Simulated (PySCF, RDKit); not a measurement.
Noncovalent pair: CH3Cl (SMILES CCl) (first 5 atoms) with CH2O (SMILES C=O); geometry from B3LYP-D3(BJ)/def2-TZVP, rigid monomers moved along the line of their centres of mass till H5···O7 is 3.30 Å.
(charge 0, multiplicity 1):
```xyz
9

C     -0.64850    -0.93591    -0.17723
Cl     0.28490     0.60188    -0.15699
H     -1.61083    -0.73620    -0.63786
H     -0.08567    -1.66042    -0.75727
H     -0.76878    -1.26738     0.84977
C      0.40183     0.22446     3.95235
O     -0.21042    -0.80362     4.06709
H     -0.09866     1.20976     3.96667
H      1.50051     0.24243     3.83351
```

Monomers are frozen at their geometry in the pair; levels with a basis set take the counterpoise correction. Rows marked so take none. RDKit's UFF carries no charges.

Rows in 6-311+G** carry no dispersion term and start afresh at each structure.

Run with PySCF for 6-311+G** rows; RDKit for the force fields. Each number belongs to the level named beside it.

### Question
One of these levels gives -1.22 kcal/mol for the interaction energy. Name it.
(A) MMFF94
(B) B3LYP/6-311+G** (no counterpoise)
(C) UFF

### Answer
B, B3LYP/6-311+G** (no counterpoise). The others give -2.05 (MMFF94), -0.63 (UFF)
